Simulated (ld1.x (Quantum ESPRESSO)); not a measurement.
## Sc, TM semilocal: configuration errors across variants

* Element: scandium
* Generator: ld1.x (Quantum ESPRESSO) 7.5
* Type: norm-conserving Troullier–Martins (semilocal form)
* Functional: PBE
* Relativity: scalar-relativistic
* Frozen core: [Ar]
* Valence charge: 3
* Reference configuration: 3d1 4s1 4p1
* Partial waves: 4s (bound): rc 3.15 bohr; 4p (bound): rc 3.70 bohr; 3d (bound): rc 2.70 bohr
* Local potential: the d channel
* Core correction: Bessel-smoothed model core inside 2.30 bohr

All-electron excitation energies from the reference (eV): (1) 3d1 4s2 4p0 -2.779; (2) 3d1 4s1 4p0 4.117; (3) 3d1 4s0 4p0 16.886; (4) 3d1.5 4s1.5 4p0 -2.100; (5) 3d0 4s2 4p0 5.602; (6) 3d1 4s0 4p2 2.895; (7) 3d1 4s0 4p1 7.548.

In the semilocal form every listed channel keeps its own potential, so the choice of the local channel does not act on these tests. It acts once the file is put into the separable form.

A semilocal file is local in each channel, so a ghost entry of none says nothing of the separable form that plane-wave codes build from it.

1 further variants failed, have other tests or too few solved ones, and are left out.

Errors AE − PS in meV (a dash: test not solved or not reliable):

```csv
change,(1),(2),(3),(4),(5),(6),(7),bound ghosts
base,-2.3,-1.5,-14,-36,+53,-3.8,-2.1,none
core correction none,+8.9,-2.9,+215,+19,+811,+14,+33,none
"form changed from semilocal to separable (Kleinman–Bylander), still TM; local potential the s channel",-2.4,-1.5,-15,-39,+53,-4.1,-3.2,none
"all radii but the core radius scaled by about 0.72 (s 2.28, p 2.66, d 1.94 bohr)",+0.1,-0.8,-9.6,-40,-142,-0.4,+4.0,none
wave 4s (bound): rc 3.15 bohr becomes 4s (bound): rc 4.74 bohr,-21,+4.3,-88,-42,+422,-33,-42,none
wave 3d (bound): rc 2.70 bohr becomes 3d (bound): rc 4.08 bohr,-6.0,-3.3,-72,+34,+610,-7.8,-13,none
wave 3d (bound): rc 2.70 bohr becomes 3d (bound): rc 2.10 bohr,-1.7,-1.7,-8.4,-47,-177,-3.0,-0.5,none
```

Question: Give the same row for: wave 4p (bound): rc 3.70 bohr becomes 4p (bound): rc 3.00 bohr.

Answer: -1.8, -1.3, -15, -34, +49, -2.9, -1.0; bound ghosts: none.
